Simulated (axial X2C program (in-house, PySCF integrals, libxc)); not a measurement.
**Potential curves of MgSb, 2c**

Computed with an in-house relativistic program for diatomic molecules. Two-component (2c) means X2C with spin–orbit coupling and atomic mean-field two-electron Coulomb and Gaunt terms. Basis: Sb dyall-cv3z [11s12p8d4f1g], Mg dyall-cv3z [9s8p6d3f] (cores contracted in-house); Gaussian nuclei, density fitting, unrestricted open shells. Masses: Sb 120.904 u, Mg 23.985 u.

State: Ω = 3/2 (⟨Sz⟩ = 1.46, ⟨Lz⟩ = 0.04 at HF). Energies in cm⁻¹ from the fragments at the same level (Sb + Mg). Fits are polynomials in 1 − R0/R over 0.85 to 1.23 times the lowest point R0.

```
 R (Å)    MP2
2.4725    587
2.5862  -1292
2.6715  -2106
2.7567  -2540
2.8420  -2687
2.9415  -2599
3.0409  -2326
3.1688  -1841
3.3251  -1239
3.5525   -601
```

Correlated methods: 7 electrons correlated (number of frozen shells: Sb 4 s, 3 p, 2 d; Mg 2 s, 1 p), 303 virtual spin orbitals or spinors in MP2.

The state is one determinant whose occupation by symmetry is held fixed; it was picked as the lowest of a PBE0 search that is not exhaustive. Dissociation energies refer to the lowest single-determinant-based atoms at the same level and basis. Other states lie close and PBE0, whose exact exchange favours high spin, may order them wrongly; the determinant shown need not be the ground state. The nearest other 2c determinant of the search, Ω = 1/2, lies 0.23 eV up at the distance of the search. With several unpaired electrons one determinant need not be a pure state. This is the top spin component of a Σ state; components of lower Ω are not single determinants and can lie lower. The determinant is spin-polarised beyond a pure state at some levels (its spin-free form has ⟨S²⟩ too high), which makes Re and μ there less reliable. With the outer-core shells frozen, correlated bond lengths of heavy atoms tend to come out a few hundredths of an ångström too long. MP2 and coupled cluster on one determinant become unreliable at the stretched end.

(1) What are Re, ωe and De at the MP2 level?

Results:

(1) At MP2, 2c: Re = 2.855 Å, ωe ≈ 214 cm⁻¹, De = 0.33 eV to Sb + Mg; Be follows as 0.103 cm⁻¹.
